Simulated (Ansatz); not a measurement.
CH8GeSSi (`[SiH3]S[CH2][GeH3]`), relaxed with RKS PBE0-D4/def2-TZVP in Ansatz 0.2.0 from a PBE-D4/def2-SVP geometry. The force threshold is 0.005 eV/Å; the program also tests the step.

Charge 0, multiplicity 1.

Start:

```xyz
12

Si    1.288    1.926   -1.005
S    -0.522    0.763   -0.892
C     0.003   -0.459    0.381
Ge   -1.480   -1.724    0.748
H     1.039    3.002   -2.024
H     1.621    2.546    0.328
H     2.457    1.075   -1.428
H     0.883   -1.035    0.028
H     0.275    0.055    1.326
H    -1.854   -2.467   -0.557
H    -1.005   -2.743    1.818
H    -2.705   -0.938    1.277
```

Question: How much energy does the relaxation release, and in how many steps? (Best estimate.)

Answer: Ansatz gave: 3.85 kJ/mol, in 5 steps.

Question: Which bonds change most? (Best estimate.)

Answer: Computed: Si1–S2 from 2.155 to 2.127 Å; S2–C3 from 1.840 to 1.816 Å; Si1–H7 from 1.507 to 1.488 Å; Si1–H6 from 1.507 to 1.488 Å.

Question: Give the relaxed structure. (An estimate is asked.)

Answer: Computed: 
```xyz
12

Si    1.273    1.906   -0.995
S    -0.513    0.756   -0.880
C     0.007   -0.449    0.375
Ge   -1.462   -1.705    0.741
H     1.035    2.971   -2.000
H     1.597    2.508    0.326
H     2.421    1.055   -1.409
H     0.873   -1.013    0.024
H     0.273    0.060    1.303
H    -1.833   -2.445   -0.552
H    -0.992   -2.715    1.802
H    -2.677   -0.928    1.265
```
